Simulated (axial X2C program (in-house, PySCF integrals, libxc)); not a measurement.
**What spin–orbit coupling does to TeP⁻**

All values were computed with an in-house all-electron X2C program for linear molecules (integrals from PySCF). Spin-free means the one-electron spin-free X2C Hamiltonian; two-component (2c) means X2C with spin–orbit coupling and atomic mean-field two-electron Coulomb and Gaunt terms, so the difference of the two also holds small scalar two-electron terms. Basis: Te dyall-acv3z [12s13p9d5f1g], P dyall-av3z [9s8p3d2f] (cores contracted in-house); Gaussian nuclei, density fitting, unrestricted open shells. Masses: Te 129.906 u, P 30.974 u.

Spin-free state: M_S = 1, Λ = 0 (beyond evenly filled blocks: π+α, π-α); fragments Te- + P.

```json
{"level": "PBE0", "Re (Å)": "2.350", "ωe (cm⁻¹)": "400.8", "De (eV)": "3.087", "μ (D)": "-2.89"}
{"level": "PW91", "Re (Å)": "2.376", "ωe (cm⁻¹)": "378.7", "De (eV)": "3.359", "μ (D)": "-3.14"}
```

Dipoles are positive if P is the positive end and refer to the centre of mass.

Two-component determinant lowest at the distance of the search:

Ω = 1 (⟨Sz⟩ = 1.00, ⟨Lz⟩ = 0.00 at PBE0); fragments Te- + P.

| level | Re (Å) | ωe (cm⁻¹) | De (eV) | μ (D) |
| --- | --- | --- | --- | --- |
| PBE0 | 2.353 | 397.0 | 2.937 | -2.92 |
| PW91 | 2.380 | 375.1 | 3.199 | -3.16 |

(1) From the two tables, how do the constants change at the PBE0 level (2c against spin-free)?

The state is one determinant whose occupation by symmetry is held fixed; it was picked as the lowest of a PBE0 search that is not exhaustive. De is counted from the lowest determinant-based energies of the atoms at the same level, without counterpoise correction. Density functionals use the spin component along the axis (collinear). Other states lie close and PBE0, whose exact exchange favours high spin, may order them wrongly; the determinant shown need not be the ground state. The nearest other spin-free determinant of the search, M_S = 0, Λ = 2, lies 0.61 eV up at the distance of the search. The functionals have no current-density term, which raises determinants with orbital currents, atoms included. With several unpaired electrons one determinant need not be a pure state. Open-shell Ω = 0 determinants with evenly filled partner blocks cannot be reached by this program, so the Ω shown need not be the lowest component. This is the Ω = 1 component of a π² triplet; the 0⁺ component is not one determinant and can lie lowest. The highest occupied level of some functionals is positive through self-interaction error; at Hartree–Fock it is bound.

Results:

(1) At the PBE0 level Re rises by 0.003 Å and ωe goes down by 3.8 cm⁻¹; De changes by -0.150 eV.
